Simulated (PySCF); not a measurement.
## ZrBr₂: calculation against measurement

Isolated ZrBr₂, optimised in PySCF with density fitting and no spin–orbit coupling; def2 sets carry scalar-relativistic core potentials from Rb on. It is a triplet of C2v symmetry: PBE0/def2-SVP Zr–Br 2.507 Å (×2), Br–Zr–Br 156.1°.

Formally Zr is in oxidation state +2, d2, with 2 unpaired electrons (the high-spin count). The Mulliken spin on Zr is 2.12. The polar-tensor charge on Zr, 1.13, is far below the formal one.

Question: The tabulated gas-phase entropy at 298.15 K and 1 bar is 316.78 J/(mol K) (Chase, 1998, NIST Chemistry WebBook). What do rigid-rotor harmonic-oscillator sums give?

Answer: PBE0/def2-SVP 337.2 J/(mol K). Only the spin multiplicity enters the electronic part, so orbital degeneracy and low-lying levels are missing. Tables of this kind often rest on estimated structures and frequencies for high-temperature species, so a gap need not be the fault of the calculation.

Question: ΔfH°(298 K) is -174.47 kJ/mol (Chase, 1998, NIST Chemistry WebBook), and for the gaseous atoms Zr 610.0, Br 111.8 kJ/mol (tabulated in the package mendeleev). Compare the atomisation enthalpy with the calculations.

Answer: From the tables it is 610.0 + 2 × 111.8 − (-174.5) = 1008 kJ/mol. To a computed De one adds −ZPE (-3.4), the atoms' spin–orbit lowering from NIST levels (-38.0) and the thermal terms (4.5), all taken at PBE0/def2-SVP.
```
        level  De (kJ/mol)  ΔatH°(298 K)  computed − tabulated
PBE0/def2-SVP          900           863                  -145
```

The softest mode, 26 cm⁻¹, is close to the numerical noise. With open d or f shells other occupations or spin states may lie lower.
